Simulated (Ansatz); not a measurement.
Born–Oppenheimer molecular dynamics of FGeH3O2 (7 atoms, charge 0, multiplicity 1). It goes on from the last frame of an earlier run, with new velocities.

The calculation used Ansatz 0.2.0, RKS revPBE-D4/def2-SVP.

```json
{"ensemble": "NVT, Nosé–Hoover chain", "time step": "0.5 fs", "steps asked": "166", "set temperature": "500 K", "thermostat": "time constant 100 fs, chain length 3 (defaults)", "temperature schedule": "41 steps to 500 K, then 125 steps to 10 K", "seed": "515350"}
```

Frames 5 fs apart, positions in Å, forces in eV/Å.

Velocities at 10.0 fs (Å/ps):

```
Ge -1.28 1.07 -0.23
H 18.89 -1.53 -1.41
O 5.05 -3.51 0.52
H 11.68 8.29 -4.07
O 0.34 -1.92 1.51
H -31.66 -9.92 3.96
F 0.43 0.66 -0.73
```

```xyz
7
Properties=species:S:1:pos:R:3:forces:R:3 time_fs=10.0 energy_less_start_eV=0.186 T=212
Ge -0.086 -0.053 0.192 2.41 2.06 0.57
H 0.092 0.138 1.694 -0.09 -0.24 0.31
O 1.549 0.066 -0.676 -1.32 -0.13 0.61
H 1.589 -0.842 -1.021 0.47 -0.27 -0.39
O -1.174 1.218 -0.312 -0.52 0.57 -0.57
H -1.234 1.196 -1.289 -0.13 0.19 0.06
F -0.715 -1.528 -0.339 -0.82 -2.18 -0.60
7
Properties=species:S:1:pos:R:3:forces:R:3 time_fs=15.0 energy_less_start_eV=0.139 T=288
Ge -0.088 -0.045 0.192 2.82 0.94 0.33
H 0.169 0.105 1.712 -0.27 -0.14 -0.11
O 1.564 0.049 -0.668 -1.13 -0.73 0.21
H 1.692 -0.844 -1.086 -0.05 0.67 0.24
O -1.177 1.214 -0.309 -0.75 0.83 -0.40
H -1.402 1.162 -1.260 0.05 0.02 0.10
F -0.718 -1.538 -0.346 -0.67 -1.59 -0.37
7
Properties=species:S:1:pos:R:3:forces:R:3 time_fs=20.0 energy_less_start_eV=0.095 T=357
Ge -0.081 -0.034 0.193 2.00 -0.54 -0.52
H 0.185 0.042 1.712 -0.26 0.06 -0.11
O 1.562 0.026 -0.655 -1.05 0.91 0.85
H 1.795 -0.775 -1.135 -0.15 -0.63 -0.28
O -1.191 1.221 -0.311 -0.47 0.67 0.00
H -1.560 1.135 -1.210 0.16 -0.13 0.00
F -0.729 -1.567 -0.358 -0.23 -0.34 0.05
7
Properties=species:S:1:pos:R:3:forces:R:3 time_fs=25.0 energy_less_start_eV=0.114 T=331
Ge -0.068 -0.024 0.192 0.41 -1.45 -1.29
H 0.142 -0.010 1.698 -0.09 0.18 0.27
O 1.546 0.011 -0.632 -0.05 0.07 -0.03
H 1.838 -0.752 -1.191 -0.68 0.42 0.49
O -1.211 1.239 -0.314 0.01 0.21 0.20
H -1.679 1.079 -1.156 0.22 -0.16 0.01
F -0.743 -1.601 -0.369 0.18 0.73 0.36
7
Properties=species:S:1:pos:R:3:forces:R:3 time_fs=30.0 energy_less_start_eV=0.135 T=301
Ge -0.053 -0.019 0.186 -1.24 -1.55 -0.53
H 0.076 -0.020 1.727 0.02 0.18 -0.16
O 1.527 0.001 -0.607 0.33 1.02 0.40
H 1.757 -0.719 -1.200 -0.19 -0.60 -0.39
O -1.232 1.259 -0.314 0.43 -0.35 0.17
H -1.748 0.987 -1.100 0.18 -0.05 0.03
F -0.755 -1.627 -0.376 0.47 1.34 0.47
7
Properties=species:S:1:pos:R:3:forces:R:3 time_fs=35.0 energy_less_start_eV=0.187 T=224
Ge -0.042 -0.018 0.180 -2.67 -1.11 0.40
H 0.016 0.010 1.729 0.15 0.07 -0.20
O 1.514 0.001 -0.579 1.32 -0.25 -1.00
H 1.608 -0.739 -1.228 -0.10 0.45 0.35
O -1.246 1.274 -0.311 0.67 -0.85 0.02
H -1.776 0.884 -1.038 0.02 0.16 -0.01
F -0.761 -1.636 -0.377 0.61 1.54 0.44
7
Properties=species:S:1:pos:R:3:forces:R:3 time_fs=40.0 energy_less_start_eV=0.239 T=146
Ge -0.040 -0.022 0.174 -2.98 -0.41 0.76
H -0.010 0.056 1.697 0.21 -0.05 0.28
O 1.520 0.001 -0.564 1.16 -0.13 -0.87
H 1.442 -0.712 -1.229 0.46 0.00 -0.27
O -1.251 1.277 -0.308 0.69 -1.07 -0.14
H -1.800 0.818 -0.979 -0.12 0.30 -0.07
F -0.760 -1.625 -0.373 0.58 1.36 0.31
7
Properties=species:S:1:pos:R:3:forces:R:3 time_fs=45.0 energy_less_start_eV=0.172 T=252
Ge -0.047 -0.027 0.171 -1.90 0.14 1.18
H 0.012 0.090 1.711 0.17 -0.13 -0.06
O 1.543 -0.002 -0.561 0.36 -0.32 -0.78
H 1.384 -0.666 -1.270 0.67 0.12 -0.20
O -1.246 1.265 -0.307 0.48 -0.82 -0.19
H -1.850 0.818 -0.936 -0.08 0.24 -0.08
F -0.752 -1.598 -0.365 0.31 0.77 0.13
7
Properties=species:S:1:pos:R:3:forces:R:3 time_fs=50.0 energy_less_start_eV=0.055 T=440
Ge -0.060 -0.031 0.172 0.00 0.42 0.84
H 0.075 0.097 1.716 0.08 -0.10 -0.25
O 1.571 -0.009 -0.570 -0.39 -0.24 -0.46
H 1.473 -0.591 -1.362 0.31 0.29 0.20
O -1.233 1.240 -0.309 0.06 -0.17 -0.21
H -1.916 0.874 -0.908 0.13 0.05 -0.01
F -0.740 -1.562 -0.355 -0.19 -0.24 -0.11
7
Properties=species:S:1:pos:R:3:forces:R:3 time_fs=55.0 energy_less_start_eV=0.116 T=351
Ge -0.073 -0.034 0.175 1.81 0.67 -0.10
H 0.159 0.081 1.677 0.03 0.01 0.22
O 1.595 -0.018 -0.584 -0.79 0.37 0.68
H 1.628 -0.476 -1.440 -0.19 -0.09 -0.23
O -1.220 1.212 -0.314 -0.24 0.63 -0.09
H -1.958 0.941 -0.888 0.13 -0.20 -0.09
F -0.730 -1.528 -0.346 -0.75 -1.38 -0.38
7
Properties=species:S:1:pos:R:3:forces:R:3 time_fs=60.0 energy_less_start_eV=0.260 T=131
Ge -0.081 -0.035 0.178 2.95 0.74 -0.18
H 0.248 0.064 1.674 -0.11 0.04 0.03
O 1.607 -0.025 -0.592 -0.78 0.13 0.15
H 1.744 -0.347 -1.518 -0.60 0.23 0.69
O -1.210 1.194 -0.320 -0.54 1.12 -0.10
H -1.966 0.964 -0.886 0.14 -0.28 -0.08
F -0.730 -1.510 -0.342 -1.05 -1.98 -0.51
7
Properties=species:S:1:pos:R:3:forces:R:3 time_fs=65.0 energy_less_start_eV=0.226 T=186
Ge -0.080 -0.034 0.181 3.00 0.36 -0.12
H 0.310 0.055 1.677 -0.27 0.02 -0.18
O 1.607 -0.027 -0.592 -1.00 0.43 1.51
H 1.736 -0.197 -1.528 -0.39 -0.12 -0.70
O -1.208 1.192 -0.328 -0.58 1.07 -0.12
H -1.944 0.923 -0.905 0.11 -0.23 -0.05
F -0.742 -1.517 -0.344 -0.87 -1.53 -0.34
```

Of the whole run (83 fs, mean temperature of the second half 310 K): The conserved energy stayed within 0.069 meV per atom of its start (net change 0.059 meV per atom), so the integration is sound. The schedule's set-point averaged 173 K over the second half and the system 310 K, so it lags behind the ramp. A run of 0.083 ps of so small a system gives no equilibrium averages.

Run time: 6.9 min on 2 threads of AMD EPYC (Zen 3) (shared host), peak memory 0.13 GiB.
